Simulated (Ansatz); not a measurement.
`C=C[SiH2][SiH2]F` + `[OH][GeH3]` → `F[SiH2][O][GeH3]` + `C=C[SiH3]` at 298.15 K and 1 bar (cleavage of the Si–Si bond).

Computed with Ansatz on PBE0-D4/def2-TZVP structures; ΔE is electronic, products minus reactants. CCSD(T)/CBS is the MP2 limit (def2-TZVPP, def2-QZVPP) plus CCSD(T) − MP2 in def2-TZVPP, frozen cores. For Ge outer-core shells are correlated without core-valence functions, which leaves a few kJ/mol of doubt a bond. Scalar relativity is left out up to krypton. Each species was taken in one conformer, which may not be the lowest.

```json
{"species": "`C=C[SiH2][SiH2]F`", "CCSD(T)/CBS energy (Eh)": "-758.29856", "H − E (kJ/mol)": "232.2", "S (J/(mol·K))": "372.9"}
{"species": "`[OH][GeH3]`", "CCSD(T)/CBS energy (Eh)": "-2153.69723", "H − E (kJ/mol)": "109.3", "S (J/(mol·K))": "272.0"}
{"species": "`F[SiH2][O][GeH3]`", "CCSD(T)/CBS energy (Eh)": "-2543.28863", "H − E (kJ/mol)": "147.4", "S (J/(mol·K))": "358.5"}
{"species": "`C=C[SiH3]`", "CCSD(T)/CBS energy (Eh)": "-368.76077", "H − E (kJ/mol)": "190.7", "S (J/(mol·K))": "286.4"}
```

H − E and S are ideal-gas, rigid-rotor, harmonic terms from PBE0-D4/def2-TZVP, for one conformer and one mirror image of each species. 1 Eh = 2625.50 kJ/mol, R = 8.31446 J/(mol·K).

By hand: ΔE, ΔH, ΔS and ΔG.

ΔE = (-2543.28863) + (-368.76077) − (-758.29856) − (-2153.69723) = -0.05361 Eh = -140.8 kJ/mol. Δ(H − E) = 147.4 + 190.7 − 232.2 − 109.3 = -3.4, so ΔH = -144.2 kJ/mol. ΔS = 358.5 + 286.4 − 372.9 − 272.0 = 0.0 J/(mol·K). ΔG = -144.2 − 298.15 × (0.0)/1000 = -144.2 kJ/mol.

By hand: the equilibrium constant, and the temperature at which ΔG would vanish if ΔH and ΔS stayed fixed.

log₁₀ K = −ΔG/(RT ln 10) = 25.3. With ΔH or ΔS at zero there is no such temperature.

The number of gas molecules stays the same, so ΔS is small and ΔH decides. A doubt of 5 kJ/mol in ΔE shifts log₁₀ K by 0.9 here. Other conformers and mirror images would add mixing entropy, several J/(mol·K) or more a flexible species. Modes under 60 cm⁻¹, often nearly free rotors, make the harmonic entropy too high. These are equilibria of isolated gas molecules and say nothing of rates. Largest T1 diagnostic: 0.012 (customary marks: 0.02 for closed shells, 0.045 for open ones).

ΔS is within the doubt of such terms, so its sign, and with it that verdict, could turn.
